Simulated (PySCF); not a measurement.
Two species compared at the same levels of theory.

First species: C7H13ClOSi.
SMILES with atom numbers: `[CH3:1][CH:2]([CH3:3])[CH2:4][O:5][C:6]1=[C:7]([SiH2:8][Cl:9])[CH2:10]1` (hydrogens: H11, H12, H13 on C1; H14 on C2; H15, H16, H17 on C3; H18, H19 on C4; H20, H21 on Si8; H22, H23 on C10)

Second species: C₅H₁₅NSi₂.
SMILES: `C=CN(C)CC([SiH3])[SiH3]`

Levels: PBE0/pcSseg-1 for dipole moment, HOMO energy, LUMO energy and HOMO–LUMO gap; GFN2-xTB for rotational constant A and rotational constant C. Geometries: GFN2-xTB. Each structure is a single optimised conformer of the isolated species, non-relativistic unless stated; the electronic structure was computed with PySCF and density fitting.

Dipoles, sizes and rotational constants follow the conformer. The torsions of the flexible species, by atom-mapped SMILES:
- `[CH3:1][CH:2]([CH3:3])[CH2:4][O:5][C:6]1=[C:7]([SiH2:8][Cl:9])[CH2:10]1`: C1–C2–C4–O5 66°, C2–C4–O5–C6 -98°, C4–O5–C6–C7 -4°, C6–C7–Si8–Cl9 -137°
- `[CH2:1]=[CH:2][N:3]([CH3:4])[CH2:5][CH:6]([SiH3:7])[SiH3:8]`: C1–C2–N3–C4 6°, C2–N3–C5–C6 -93°, N3–C5–C6–Si7 -177°

Values for the first species:

```
Dipole moment         : 3.42 D
HOMO energy           : -6.65 eV
LUMO energy           : -0.28 eV
HOMO–LUMO gap         : 6.37 eV
Rotational constant A : 1.672 GHz
Rotational constant C : 0.386 GHz
```

(1) Estimate the same properties for the second species, and the change in each.

Results:

(1) 
| property | first | second | second less first |
| --- | --- | --- | --- |
| dipole moment | 3.42 D | 1.44 D | -1.98 D |
| HOMO energy | -6.65 eV | -5.61 eV | +1.04 eV |
| LUMO energy | -0.28 eV | 0.42 eV | +0.70 eV |
| HOMO–LUMO gap | 6.37 eV | 6.03 eV | -0.34 eV |
| rotational constant A | 1.672 GHz | 2.246 GHz | +0.574 GHz |
| rotational constant C | 0.386 GHz | 0.680 GHz | +0.294 GHz |

On the first: The dipole matches unit charges of opposite sign 0.71 Å apart (1 e·Å = 4.8032 D). A dipole of 3.42 D is allowed in C1, and pure rotational transitions are dipole-allowed.

On the second: The dipole matches unit charges of opposite sign 0.30 Å apart (1 e·Å = 4.8032 D). A dipole of 1.44 D is allowed in C1, and pure rotational transitions are dipole-allowed.
